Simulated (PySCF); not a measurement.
## KSn⁺: frontier orbitals

UHF at R = 3.891 Å; PySCF, scalar-relativistic core potentials, basis sets K def2-SVPD, Sn def2-SVPD with ECP28. State: ³Π (triplet), unpaired electrons σ ↑, π ↑. Only the outer orbitals are listed, counted within each symmetry, core potentials removing the inner ones.

```
spin  orbital  occ.  ε (eV)  on K (%)  main shells (%)
   α       4π     1  -31.27       100          100 K p
   α       4π     1  -31.27       100          100 K p
   α       8σ     1  -31.27       100          100 K p
   α       9σ     1  -19.40         1          99 Sn s
   α      10σ     1  -11.26         5          94 Sn p
   α       5π     1  -10.90         1          99 Sn p
   α       5π     0   -4.01        10   89 Sn p, 9 K p
   α      11σ     0   -3.42        98           90 K s
   α       6π     0   -2.29        98           98 K p
   β       4π     1  -31.26       100          100 K p
   β       4π     1  -31.25       100          100 K p
   β       8σ     1  -31.21       100          100 K p
   β       9σ     1  -15.85         0          99 Sn s
   β      10σ     0   -3.64        89  89 K s, 13 Sn p
   β       5π     0   -3.37        18  81 Sn p, 17 K p
   β       5π     0   -2.63        63  63 K p, 37 Sn p
```

**Question.** Which are the highest filled and the lowest empty level, where do they sit, and how wide is the gap?

**Answer.** Highest filled α 5π at -10.90 eV (in %: 99 Sn p); lowest empty α 5π at -4.01 eV (in %: 89 Sn p, 9 K p); the gap at UHF is 6.89 eV. Both belong to one degenerate shell, split only by its one-sided filling, so this is no excitation gap.

```
bond order (Mayer)                                                                                                 : 0.13
⟨S²⟩                                                                                                               : 2.011
charge on K (Mulliken, basis-dependent)                                                                            : 0.93
charge on K (Löwdin, basis-dependent)                                                                              : 0.78
dipole moment (positive dipole points towards Sn; it is taken about the centre of mass and depends on that origin) : -11.52 D
polarisability along the bond                                                                                      : 73.1 bohr³
polarisability across the bond                                                                                     : 54.8 bohr³
```

Spin–orbit coupling is left out. The state is the lowest determinant that a PBE0 search found; another state may lie lower at other levels.
